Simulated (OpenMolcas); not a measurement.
**InCNF2: a line through the functionals**

InCNF2: 5 atoms, total charge 0, spin state singlet. SMILES: `N#[C][In]([F])[F]`. The coordinates come from a PBE0-D4/def2-TZVP relaxation.

The electronic atomisation energy y, in eV, basis def2-SVPD with a core potential; a is the functional's share of exact exchange. Programs: OpenMolcas 26.06.

| functional | program | a | y (eV) |
| --- | --- | --- | --- |
| revPBE | OpenMolcas | 0 | 19.72 |
| BLYP | OpenMolcas | 0 | 20.00 |
| B3LYP | OpenMolcas | 0.2 | 19.47 |
| PBE0 | OpenMolcas | 0.25 | ? |
| BHLYP | OpenMolcas | 0.5 | 18.13 |

Task: Fit y = c + s·a to the known rows and predict PBE0.

Result: 
1. Means of the 4 rows: a = 0.1750, y = 19.330.
2. Σ(Δa)² = 0.1675, Σ(Δa·Δy) = -0.572, so the slope is -0.572/0.1675 = -3.4149.
3. Intercept: 19.330 − (-3.4149) × 0.1750 = 19.928. The largest residual of the fit is 0.22.
4. PBE0: 19.928 + (-3.4149) × 0.25 = 19.07 eV.

The run gave 19.62 eV, so the prediction is off by -0.55 eV, more than the largest residual. The rows mix families of semi-local functionals, which the line can't see. Spin-orbit coupling is left out.
